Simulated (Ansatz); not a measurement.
One change: `N=C(F)S` becomes `N=[C](S)[GeH3]`.

Ansatz, PBE0-D4/def2-TZVP geometries, multiplicity 1. Each molecule was computed in one conformer, which needn't be the lowest.

Scalar relativity is left out up to krypton.

```csv
property,`N=C(F)S`
LUMO energy (ωB97M-V/def2-TZVPP) / eV,1.46
HOMO–LUMO gap (PBE0/def2-TZVPP) / eV,7.53
LUMO energy (PBE0/def2-TZVPP) / eV,-0.45
HOMO–LUMO gap (B3LYP/def2-TZVPP) / eV,7.00
HOMO energy (B3LYP/def2-TZVPP) / eV,-7.74
size of the dipole moment (B3LYP/def2-TZVPP) / D,2.98
```

(1) What does the change do to each property? (Best estimate.)

Answers

(1) Ansatz gave: 
```csv
property,`N=[C](S)[GeH3]`,shift
LUMO energy (ωB97M-V/def2-TZVPP) / eV,1.44,-0.02
HOMO–LUMO gap (PBE0/def2-TZVPP) / eV,6.78,-0.75
LUMO energy (PBE0/def2-TZVPP) / eV,-0.73,-0.28
HOMO–LUMO gap (B3LYP/def2-TZVPP) / eV,6.33,-0.67
HOMO energy (B3LYP/def2-TZVPP) / eV,-7.27,0.47
size of the dipole moment (B3LYP/def2-TZVPP) / D,1.56,-1.42
```

With PBE0 the HOMO rises by 0.47 eV and the LUMO falls by 0.28 eV, so the gap narrows by about 0.75 eV. PBE moves the HOMO by 0.55 eV and ωB97M-V by 0.50 eV. Dipoles are sizes alone; their direction can turn.

B3LYP here is the variant with VWN-RPA as its local correlation; programs differ in this.
